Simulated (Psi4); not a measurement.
H3Si2 (SMILES [SiH][SiH2]), doublet (typed; the unrestricted solution is spin-contaminated), geometry from GFN2-xTB; Psi4 with MP2/pcseg-2.

Input for Psi4:
```
memory 2 GB

molecule {
0 2
  Si    1.03583218   -0.57410564    0.02759601
  Si   -0.91279373    0.45080866   -0.02322225
  H     2.01510290    0.57473686    0.02004404
  H    -1.72650590    1.69062149   -0.06058800
  H    -2.01113526   -0.53920072   -0.02068878
}

set basis pcseg-2
set reference uhf
set freeze_core true

energy('mp2')
print_variables()
```

What the program printed (banner, timings and long lists left out):

```
    SCF Algorithm Type (re)set to DF.

   => Loading Basis Set <=

    Name: PCSEG-2
    Role: ORBITAL
    Keyword: BASIS

         ---------------------------------------------------------
                                   SCF
               by Justin Turney, Rob Parrish, Andy Simmonett
                          and Daniel G. A. Smith
                              UHF Reference
         ---------------------------------------------------------

  ==> Geometry <==

    Molecular point group: c1
    Full point group: C1

    Geometry (in Angstrom), charge = 0, multiplicity = 2:

       Center              X                  Y                   Z               Mass
    ------------   -----------------  -----------------  -----------------  -----------------
         SI           1.006902071563    -0.545114742388     0.026567606783    27.976926534650
         SI          -0.941723838437     0.479799557612    -0.024250653217    27.976926534650
         H            1.986172791563     0.603727757612     0.019015636783     1.007825032230
         H           -1.755436008437     1.719612387612    -0.061616403217     1.007825032230
         H           -2.040065368437    -0.510209822388    -0.021717183217     1.007825032230

  Running in c1 symmetry.

  Rotational constants: A =      3.71476  B =      0.21525  C =      0.20346 [cm^-1]
  Rotational constants: A = 111365.68188  B =   6452.90427  C =   6099.47978 [MHz]
  Nuclear repulsion =   69.536931090583977

  Charge       = 0
  Multiplicity = 2
  Electrons    = 31
  Nalpha       = 16
  Nbeta        = 15

  ==> Algorithm <==

  SCF Algorithm Type is DF.
  DIIS enabled.
  MOM disabled.
  Fractional occupation disabled.
  Guess Type is SAD.
  Energy threshold   = 1.00e-08
  Density threshold  = 1.00e-08
  Integral threshold = 1.00e-12

  ==> Primary Basis <==

  Basis Set: PCSEG-2
    Blend: PCSEG-2
    Number of shells: 42
    Number of basis functions: 110
    Number of Cartesian functions: 123
    Spherical Harmonics?: true
    Max angular momentum: 3

   => Loading Basis Set <=

    Name: (PCSEG-2 AUX)
    Role: JKFIT
    Keyword: DF_BASIS_SCF

  ==> Integral Setup <==

  SCF_SUBTYPE=INCORE selected. In-core MEM_DF algorithm will be used.
  Using in-core AOs.

  ==> MemDFJK: Density-Fitted J/K Matrices <==

    J tasked:                   Yes
    K tasked:                   Yes
    wK tasked:                   No
    Algorithm:                 Core
    Schwarz Cutoff:           1E-12
[...]
  @DF-UHF Final Energy:  -579.48296609690408
    Total Energy =                       -579.4829660969040788
[...]
 Magnitude           :                                                    0.2545050

 ------------------------------------------------------------------------------------

  //>>>>>>>>>>>>>>>>>>>>>>>>>>>>>>>>>>>//
  //               DFMP2               //
  //<<<<<<<<<<<<<<<<<<<<<<<<<<<<<<<<<<<//

   => Loading Basis Set <=

    Name: (PCSEG-2 AUX)
    Role: RIFIT
    Keyword: DF_BASIS_MP2

	 --------------------------------------------------------
	                          DF-MP2
	      2nd-Order Density-Fitted Moller-Plesset Theory

	        Rob Parrish, Justin Turney, Andy Simmonett,
	           Ed Hohenstein, and C. David Sherrill
	 --------------------------------------------------------

	 --------------------------------------------------------
	                 NBF =   110, NAUX =   336
	 --------------------------------------------------------
	   CLASS    FOCC     OCC    AOCC    AVIR     VIR    FVIR
	   ALPHA      10      16       6      94      94       0
	    BETA      10      15       5      95      95       0
	 --------------------------------------------------------

	-----------------------------------------------------------
	 ==================> DF-MP2 Energies <====================
	-----------------------------------------------------------
	 Reference Energy          =    -579.4829660969040788 [Eh]
	 Singles Energy            =      -0.0000000000000000 [Eh]
	 Same-Spin Energy          =      -0.0350764325879559 [Eh]
	 Opposite-Spin Energy      =      -0.1713810781477528 [Eh]
	 Correlation Energy        =      -0.2064575107357088 [Eh]
	 Total Energy              =    -579.6894236076398101 [Eh]
	-----------------------------------------------------------
	 ================> DF-SCS-MP2 Energies <==================
	-----------------------------------------------------------
	 SCS Same-Spin Scale       =       0.3333333333333333 [-]
	 SCS Opposite-Spin Scale   =       1.2000000000000000 [-]
	 SCS Same-Spin Energy      =      -0.0116921441959853 [Eh]
	 SCS Opposite-Spin Energy  =      -0.2056572937773034 [Eh]
	 SCS Correlation Energy    =      -0.2173494379732887 [Eh]
	 SCS Total Energy          =    -579.7003155348774044 [Eh]
	-----------------------------------------------------------

  Variable Map:
  ----------------------------------------------------------------------------
[...]
  Array Variable Map:
  ----------------------------------------------------------------------------
[...]
[...]
```
